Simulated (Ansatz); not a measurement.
Start from `[CH3][AlH][OH]` and change one atom or group to get `[CH3][Al]([OH])[Se][GaH2]`.

Ansatz, PBE0-D4/def2-TZVP geometries, multiplicity 1. Each molecule was computed in one conformer, which needn't be the lowest. `[CH3][Al]([OH])[Se][GaH2]` holds a close contact that its SMILES doesn't draw: Ga···O 2.10 Å.

Scalar relativity is left out up to krypton. Spin–orbit coupling is left out; it splits and shifts lone-pair levels of the heavy atoms by tenths of an eV.

| property | `[CH3][AlH][OH]` |
| --- | --- |
| LUMO energy (PBE/def2-TZVPP) / eV | -1.21 |
| size of the dipole moment (ωB97M-V/def2-TZVPP) / D | 0.60 |
| LUMO energy (B3LYP/def2-TZVPP) / eV | -0.68 |
| size of the dipole moment (B3LYP/def2-TZVPP) / D | 0.61 |
| size of the dipole moment (PBE/def2-TZVPP) / D | 0.50 |
| HOMO energy (ωB97M-V/def2-TZVPP) / eV | -10.21 |

**Question.** What does the change do to each property? (An estimate is asked.)

**Answer.** The calculation gave: 
```tsv
property	`[CH3][Al]([OH])[Se][GaH2]`	shift
LUMO energy (PBE/def2-TZVPP) / eV	-1.38	-0.17
size of the dipole moment (ωB97M-V/def2-TZVPP) / D	4.63	4.03
LUMO energy (B3LYP/def2-TZVPP) / eV	-0.87	-0.19
size of the dipole moment (B3LYP/def2-TZVPP) / D	4.49	3.88
size of the dipole moment (PBE/def2-TZVPP) / D	4.38	3.88
HOMO energy (ωB97M-V/def2-TZVPP) / eV	-8.69	1.52
```

With PBE0 the HOMO rises by 1.35 eV and the LUMO falls by 0.14 eV, so the gap narrows by about 1.49 eV. PBE moves the HOMO by 1.10 eV and ωB97M-V by 1.52 eV. The zero-point energy changes by 26.3 kJ/mol with +9 modes. Dipoles are sizes alone; their direction can turn.

B3LYP here is the variant with VWN-RPA as its local correlation; programs differ in this.
